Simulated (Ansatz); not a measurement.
Basis-set extrapolation for `CC[SiH](O)F` (PBE0-D4/def2-TZVP geometry, frozen core, Ansatz 0.2.0). Multiplicity 1, RHF reference.

```
                      def2-TZVPP   def2-QZVPP
                 HF  -543.305739  -543.327580
    MP2 correlation    -0.964810    -1.041116
CCSD(T) correlation    -1.036026      not run
```

Energies in hartree. Use E(X) = E(∞) + A·exp(−7.88·√X) for Hartree–Fock and E(X) = E(∞) + B·X^(−2.97) for correlation, with X = 3 and 4, and add CCSD(T) minus MP2 of the smaller set to the MP2 limit.

Problem. What is the CCSD(T) energy at the basis-set limit?

Solution. HF limit: -543.327580 + (-0.021841) × 0.13774 = -543.33059. MP2 limit: -1.041116 + (-0.076306) × 0.74074 = -1.09764. Higher-order term: -1.036026 − (-0.964810) = -0.07122. Total: -544.49945 hartree, 414.0 kJ/mol below CCSD(T)/def2-TZVPP.
